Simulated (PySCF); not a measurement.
Ionisation energy of Ag¹⁶⁺ by level of theory

Ag¹⁶⁺ [Ar] 3d10 4s2 4p1 [4p1/2^1, M_J = 1/2] → Ag¹⁷⁺ [Ar] 3d10 4s2, as a difference of total energies. Calculation: PySCF 2.14, in an uncontracted even-tempered set (18 s from 0.84 bohr⁻², ratio 2.8; 13 p from 1.1 bohr⁻², ratio 2.8; 9 d from 1.9 bohr⁻², ratio 2.8; 4 f from 5.8 bohr⁻², ratio 3); the two-component X2C-1e Hamiltonian. Correlated levels: [Ne] frozen; the 86 highest virtual spinors dropped. "Screened" scales the spin-orbit matrix elements by Boettger's factors to mimic the two-electron term; Breit and QED terms are absent.

```
                    method  ionisation energy (eV)
 GHF (screened spin-orbit)                  407.16
GMP2 (screened spin-orbit)                  407.88
```

How much does correlation contribute at GMP2 (screened spin-orbit)?

407.88 − (407.16) = 0.72 eV, measured against GHF (screened spin-orbit).

Breit and QED terms and the two-electron picture change are absent.

For comparison: 408.43 ± 0.16 eV (semi-empirical (NIST evaluation); NIST Atomic Spectra Database, ionization energies).
